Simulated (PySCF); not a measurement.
Some computed properties have been withheld. Give your best values.

Compound: C4H4B2Cl2.
SMILES with atom numbers: `[BH2:1][C:2](=[C:3]=[C:4]=[CH2:5])[B:6]([Cl:7])[Cl:8]` (hydrogens: H9, H10 on B1; H11, H12 on C5)

Structure used (PBE0-D3(BJ)/def2-SVP), in Å, numbered top down from 1:
```
atom  x, y, z in Å
B1    -1.634    1.153    0.348
C2    -1.325   -0.365    0.240
C3    -0.076   -0.708   -0.112
C4     1.104   -1.033   -0.445
C5     2.332   -1.375   -0.792
B6    -2.346   -1.506    0.507
Cl7   -3.999   -1.146    0.959
Cl8   -1.888   -3.196    0.369
H9    -0.755    1.950    0.118
H10   -2.735    1.537    0.658
H11    2.622   -2.428   -0.889
H12    3.100   -0.620   -0.994
```

```json
{"property": "point group", "level": "PBE0-D3(BJ)/def2-SVP", "value": "?"}
{"property": "rotational constants A, B, C", "level": "PBE0-D3(BJ)/def2-SVP", "value": "2.225, 0.845, 0.613 GHz"}
{"property": "dipole moment", "level": "wB97X-D/def2-SVPD", "value": "?"}
{"property": "HOMO energy", "level": "wB97X-D/def2-SVPD", "value": "-9.64 eV"}
{"property": "LUMO energy", "level": "wB97X-D/def2-SVPD", "value": "?"}
{"property": "lowest singlet excitation", "level": "TDDFT wB97X-D/def2-SVPD", "value": "?"}
{"property": "strongest line among the 6 lowest singlet transitions", "level": "TDDFT wB97X-D/def2-SVPD", "value": "?"}
{"property": "static isotropic polarisability", "level": "wB97X-D/def2-SVPD", "value": "118.5 au"}
{"property": "electronic spatial extent ⟨r²⟩ about the centre of nuclear charge", "level": "wB97X-D/def2-SVPD", "value": "?"}
```

Electronic properties: PySCF, gas phase, density fitting.

Q: Give the LUMO energy.

A: -1.79 eV.

Q: Give the electronic spatial extent ⟨r²⟩ about the centre of nuclear charge.

A: 1687 bohr².

Q: The lowest singlet excitation?

A: 2.73 eV (454 nm, f = 0.000).

Q: What is the dipole moment?

A: 3.41 D.

Q: Give the strongest line among the 6 lowest singlet transitions.

A: S2 at 4.47 eV (277 nm, f = 0.544).

Q: What is the point group?

A: Cs.

The rotational constants make it an asymmetric top with κ = (2B − A − C)/(A − C) = -0.71, nearer the prolate limit (−1). The dipole matches unit charges of opposite sign 0.71 Å apart (1 e·Å = 4.8032 D). The largest Löwdin shares of the HOMO are 0.31 on C4, 0.28 on C3, 0.09 on C2 and 0.08 on C5. The principal polarisabilities are 64.1, 99.8 and 191.6 au; their mean is the isotropic value.
